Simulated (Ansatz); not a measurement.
The same ligand exchange along the group F, Cl, Br.

Program: Ansatz. Geometries: PBE0-D4/def2-TZVP. ΔE: electronic, gas phase. CCSD(T)/CBS is the MP2 limit (def2-TZVPP, def2-QZVPP) plus CCSD(T) − MP2 in def2-TZVPP, frozen cores. This one scheme is used for every species. DFT in def2-TZVPP. For Br outer-core shells are correlated without core-valence functions, which leaves a few kJ/mol of doubt a bond. Scalar relativity is left out up to krypton. Each species was taken in one conformer, which may not be the lowest.

```json
{"reaction": "`FC(F)[SiH3]` + `C=C[SiH](C)O` → `C=C[SiH](C)O[SiH3]` + `FCF`", "PBE-D4 (eV)": "-1.27"}
{"reaction": "`[SiH3]C(Cl)Cl` + `C=C[SiH](C)O` → `C=C[SiH](C)O[SiH3]` + `ClCCl`", "PBE-D4 (eV)": "-1.07"}
{"reaction": "`[SiH3]C(Br)Br` + `C=C[SiH](C)O` → `C=C[SiH](C)O[SiH3]` + `BrCBr`", "PBE-D4 (eV)": "-1.02"}
```

(1) Give the CCSD(T)/CBS values in the same order. (Estimate.)

Largest T1 diagnostic: 0.012, for `FC(F)[SiH3]`.

## Answers

(1) Ansatz gave: -1.48, -1.22, -1.13 eV.
